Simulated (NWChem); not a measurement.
# AlN₂H₄Br; SMILES [Br][Al]([NH2])[NH2]

```xyz
8

Al     0.0000     0.0000    -0.9382
Br     0.0000     0.0000     1.3252
N      0.0000     1.5558    -1.7710
H      0.0000     1.6942    -2.7746
H      0.0000     2.4500    -1.2945
N      0.0000    -1.5558    -1.7710
H      0.0000    -1.6942    -2.7746
H      0.0000    -2.4500    -1.2945
```
Atoms are numbered in this order, from 1.

Results from NWChem. Pople sets run with spherical d functions. Coordinates come from a PBE0/def2-SVP optimisation. GIAO values for the isolated, static molecule; σ is the absolute isotropic shielding, δ = σ(reference) − σ with the isolated reference molecule computed at the same levels (1H: tetramethylsilane, 15N: ammonia). Spin-orbit effects, on the heavy nuclei and on their neighbours, are missing.

For level Hartree-Fock/6-31G*:

- σ Al1 (ppm) = 495.4
- σ Br2 (ppm) = 2991.6
- δ N3 (ppm) = 3.2
- δ H4 (ppm) = -0.17
- δ H5 (ppm) = -0.06

**Question.** How do the values read with level BHandHLYP/pcSseg-1 instead?

**Answer.** 
* **σ Al1 (ppm)**: 415.8
* **σ Br2 (ppm)**: 2885.7
* **δ N3 (ppm)**: 8.8
* **δ H4 (ppm)**: 0.25
* **δ H5 (ppm)**: 0.40
